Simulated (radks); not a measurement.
Os4+, 72 electrons, occupied as [Xe] 4f14 5d4. Method: Dirac Kohn-Sham, exchange-only LDA, spin-unpolarised, spherical densities, point nucleus; open shells are shared between the two j in proportion to 2j + 1; computed with a radial shooting solver on a logarithmic mesh with Libxc functionals.

Unscreened Slater integrals over Kohn-Sham orbitals (cm^-1). Large and small components are both included.

integral,value
"F0(5d5/2,5d5/2)",126610
"F2(5d5/2,5d5/2)",66787
"F4(5d5/2,5d5/2)",44537
"F0(5d5/2,5d3/2)",128200
"F2(5d5/2,5d3/2)",67554
"G2(5d5/2,5d3/2)",67483
"G4(5d5/2,5d3/2)",45003
"F0(5d5/2,5p3/2)",142320
"F2(5d5/2,5p3/2)",71579
"G1(5d5/2,5p3/2)",86725
"G3(5d5/2,5p3/2)",53835
"F0(5d5/2,4f7/2)",162120
"F2(5d5/2,4f7/2)",38890
"F4(5d5/2,4f7/2)",18369
"G1(5d5/2,4f7/2)",13747
"G3(5d5/2,4f7/2)",12598
"G5(5d5/2,4f7/2)",9983.5
"F0(5d3/2,5d3/2)",129860
"F2(5d3/2,5d3/2)",68441
"F0(5d3/2,5p3/2)",144760
"F2(5d3/2,5p3/2)",73613
"G1(5d3/2,5p3/2)",90481
"G3(5d3/2,5p3/2)",56153
"F0(5d3/2,4f7/2)",165920
"F2(5d3/2,4f7/2)",40900
"G3(5d3/2,4f7/2)",13533
"G5(5d3/2,4f7/2)",10689
"F0(5p3/2,5p3/2)",167520
"F2(5p3/2,5p3/2)",90475
"F0(5p3/2,4f7/2)",205870
"F2(5p3/2,4f7/2)",64271
"G2(5p3/2,4f7/2)",25890
"G4(5p3/2,4f7/2)",21514
"F0(4f7/2,4f7/2)",360330
"F2(4f7/2,4f7/2)",176270
"F4(4f7/2,4f7/2)",111640
"F6(4f7/2,4f7/2)",80625
